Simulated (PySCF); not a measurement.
Which level of theory gave which numbers?

C3BN3.
Atom-mapped SMILES: `[N:1]#[C:2][B:3]([C:4]#[N:5])[C:6]#[N:7]`

The closed-shell ground state was solved 4 times with PySCF (density fitting, gas phase), always in the pcSseg-2 basis (252 functions), with these functionals: B97-2, CAM-B3LYP, LC-wPBE and OPBE. Isolated species at its PBE0-D3(BJ)/def2-SVP geometry, gas phase.

```tsv
row	total energy (Eh)	HOMO (eV)	LUMO (eV)
P	-303.3653	-10.72	-5.29
Q	-303.3218	-9.62	-6.00
R	-303.3422	-12.47	-4.25
S	-303.2381	-13.99	-3.20
```

Problem. Which functional belongs to which row?

Solution. P = B97-2, Q = OPBE, R = CAM-B3LYP, S = LC-wPBE. By rising HOMO–LUMO gap: OPBE (GGA) 3.62 eV; B97-2 (global hybrid, 21 % exact exchange) 5.43 eV; CAM-B3LYP (range-separated hybrid) 8.22 eV; LC-wPBE (range-separated hybrid) 10.79 eV. Total energies of different functionals aren't bounds to one another; each is stationary for its own functional.
